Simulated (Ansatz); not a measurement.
Harmonic frequencies (cm⁻¹) at PBE0-D4/def2-TZVP from Ansatz: 55, 319, 324, 352, 483, 505, 536, 566, 638, 732, 844, 944, 1828, 2233, 2248.

**Question.** Which molecule is it?
A. `O=C1[SiH2]SS1`
B. `OB[SiH3]`
C. `N=CN=CF`
D. `O[BH][AlH][F]`

**Answer.** A.
